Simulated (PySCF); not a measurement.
# Static response to an electric field

Compound: phenylhydrazine, C₆H₈N₂.
Numbering: `[NH2:1][NH:2][c:3]1[cH:4][cH:5][cH:6][cH:7][cH:8]1` (hydrogens: H9, H10 on N1; H11 on N2; H12 on C4; H13 on C5; H14 on C6; H15 on C7; H16 on C8)

Cartesian coordinates in Å at the PBE0-D3(BJ)/def2-SVP level; atoms count from 1:
```xyz
16
C6H8N2 angstrom
N     -2.7578   -0.6702   -0.2295
N     -1.8983    0.3910   -0.0674
C     -0.5286    0.2625    0.0003
C      0.0886   -0.9904    0.1561
C      1.4759   -1.0846    0.2444
C      2.2788    0.0512    0.1795
C      1.6679    1.2980    0.0236
C      0.2873    1.4085   -0.0660
H     -2.8162   -1.2203    0.6264
H     -2.4525   -1.2898   -0.9830
H     -2.2688    1.2831   -0.3661
H     -0.5235   -1.8918    0.2128
H      1.9332   -2.0700    0.3668
H      3.3652   -0.0305    0.2485
H      2.2790    2.2027   -0.0312
H     -0.1790    2.3904   -0.1876
```

Level: wB97X-D/def2-SVPD (PySCF), static field, nuclei fixed, core orbitals frozen in the response. The polarisability tensor in these axes (au):

```
x   115.97   3.44   4.06
y     3.44  93.51  -3.08
z     4.06  -3.08  55.39
```

Task: What are the eigenvalues, a third of the trace, and Δα (Δα² = ½Σ(αi − αj)² over the three pairs)?

Result: Principal values 54.83, 93.34 and 116.69 au; mean 88.29 au = 13.08 Å³ = 14.56 × 10⁻⁴⁰ C²·m²/J; Δα = 54.10 au (61 % of the mean).

Task: What is the dipole moment, and where does it point?

Result: (-0.35, -0.37, -0.26) D, 0.57 D in size, pointing from the negative to the positive side. Measured along this direction, the outermost atoms are H15 at the negative end and H10 at the positive end.

Task: What would n − 1 = 2πNα be for an ideal gas of these molecules at 273.15 K and 1 atm, electronic part alone?

Result: N = p/kT = 2.6868 × 10¹⁹ cm⁻³, so n − 1 = 2π × N × 13.08 × 10⁻²⁴ cm³ = 2209 × 10⁻⁶ at long wavelengths.

Task: Along which axes do the principal values lie, and how far do the nuclei extend along each?

Result: Largest value along (0.99, 0.14, 0.06), where the nuclei span 6.25 Å; middle along (-0.13, 0.99, -0.09), 4.73 Å; least along (-0.07, 0.09, 0.99), 1.63 Å. The response follows the extents in order.

Task: Find the Langevin capture rate constant for H3+ (3.023 u) meeting this molecule (108.069 u), k = 2.342 × 10⁻⁹ cm³/s × √(α in Å³ / reduced mass in u).

Result: The reduced mass is 2.94 u, so k = 4.94 × 10⁻⁹ cm³/s. The formula leaves out the permanent dipole, which adds to the capture rate.

Task: In TDDFT the mean static polarisability is Σ f/ω² over all singlet excitations (ω in hartree). How much of it do the 6 lowest give? Their energies (eV) and oscillator strengths: 4.80, 0.0474; 5.63, 0.1810; 5.99, 0.0053; 6.40, 0.0062; 6.79, 0.3706; 6.84, 0.3378.

Result: They add up to 17.28 au, 19.6 % of the 88.29 au; the largest single term is 5.95 au, from the state at 6.79 eV. Terms in order: 1.52, 4.23, 0.11, 0.11, 5.95, 5.35 au. Higher excitations give the rest. The strengths listed sum to 0.948.

One conformer (not necessarily the lowest) at the PBE0-D3(BJ)/def2-SVP geometry, without solvent, vibrations or thermal averaging.
